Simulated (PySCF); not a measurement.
Fractional electron number in Se (selenium, neutral)

The 4p beta orbital of [Ar] 3d10 4s2 4p4 is emptied in steps (occupation f), with all orbitals relaxed, ending at [Ar] 3d10 4s2 4p3. All numbers are calculated (PySCF 2.14, no relativity, point nucleus, in aug-pcseg-2 (7s6p4d2f, 59 functions)). The exact energy is a straight line in f; departures are measured from the line between the end points of the same method.

Task: Among UHF, LDA, PBE, PBE0, r2SCAN, LC-wPBE, BHandHLYP, M06-2X, B3LYP, which shows the largest delocalisation error (convex curve), and which is closest to linear?

Result: Most convex: LDA (-0.997 eV at f = 0.4); closest to linear: LC-wPBE (-0.022 eV).

```
  f  UHF (eV)  LDA (eV)  PBE (eV)  PBE0 (eV)  r2SCAN (eV)  LC-wPBE (eV)  BHandHLYP (eV)  M06-2X (eV)  B3LYP (eV)
  1     0.000     0.000     0.000      0.000        0.000         0.000           0.000        0.000       0.000
0.8     0.138    -0.657    -0.632     -0.444       -0.588        -0.017          -0.278       -0.253      -0.503
0.6     0.199    -0.992    -0.951     -0.666       -0.873        -0.024          -0.423       -0.372      -0.760
0.4     0.191    -0.997    -0.952     -0.665       -0.859        -0.022          -0.429       -0.355      -0.764
0.2     0.123    -0.667    -0.634     -0.442       -0.558        -0.013          -0.291       -0.224      -0.513
  0     0.000     0.000     0.000      0.000        0.000         0.000           0.000        0.000       0.000
```

| method | E(f=0) − E(f=1) (eV) | −ε at f=1 (eV) | −ε at f=0.4 (eV) |
| --- | --- | --- | --- |
| UHF | 8.600 | 9.502 | 8.405 |
| LDA | 9.926 | 5.851 | 10.735 |
| PBE | 9.691 | 5.758 | 10.484 |
| PBE0 | 9.681 | 6.914 | 10.243 |
| r2SCAN | 9.718 | 6.029 | 10.522 |
| LC-wPBE | 9.790 | 9.687 | 9.818 |
| BHandHLYP | 9.680 | 7.963 | 10.006 |
| M06-2X | 9.574 | 7.985 | 9.981 |
| B3LYP | 9.854 | 6.731 | 10.469 |

Reference removal energy between the ground levels: 9.752 eV (measured; NIST Atomic Spectra Database, ionization energies). The calculation has no spin-orbit coupling. UHF lacks correlation.
